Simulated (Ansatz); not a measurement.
Geometry optimisation, Ansatz, RKS B3LYP-D4/def2-mTZVP.

input.yaml

```yaml
crystal:
  periodic: [false, false, false]
  atoms:
    - { symbol: O, position_ang: [1.96031, -1.11966, 1.20121] }
    - { symbol: Se, position_ang: [0.5796, -1.58062, 0.33386] }
    - { symbol: Si, position_ang: [-0.41101, 0.32737, -0.2503] }
    - { symbol: H, position_ang: [-1.60604, -0.07352, -0.99849] }
    - { symbol: H, position_ang: [0.34948, 1.23902, -1.12805] }
    - { symbol: H, position_ang: [-0.87233, 1.20741, 0.84177] }
total_charge: -1
basis:
  gaussian: { orbitals: def2-mTZVP }
hamiltonian:
  xc: b3lyp
  dispersion: d4
relax:
  f_tol: 0.015
  max_steps: 40
```

Run as:

```bash
$ ansatz run input.yaml --threads 1 --pin off --max-ram 2048MiB --backend cpu --events-out ev --progress --plain --runs-dir out
```

Question: Where does it end, and by what steps?

Answer: It converged. Limits of this set-up: an anion without diffuse functions. After 5 steps the energy has fallen by 0.113 eV; H4 moved furthest, 0.13 Å.

```tsv
step	energy less start (eV)	largest force component (eV/Å)	accepted
0	0.0000	1.444	yes
1	-0.0830	0.682	yes
2	-0.1090	0.236	yes
3	-0.1120	0.146	yes
4	-0.1130	0.048	yes
5	-0.1134	0.014	yes
```

```xyz
6
Properties=species:S:1:pos:R:3
O 2.016 -1.077 1.235
Se 0.609 -1.643 0.352
Si -0.438 0.301 -0.267
H -1.691 0.014 -1.050
H 0.373 1.219 -1.135
H -0.869 1.187 0.865
```

The run took 23 s on 1 thread of Arm Neoverse V2 (shared host), peak memory 0.18 GiB.
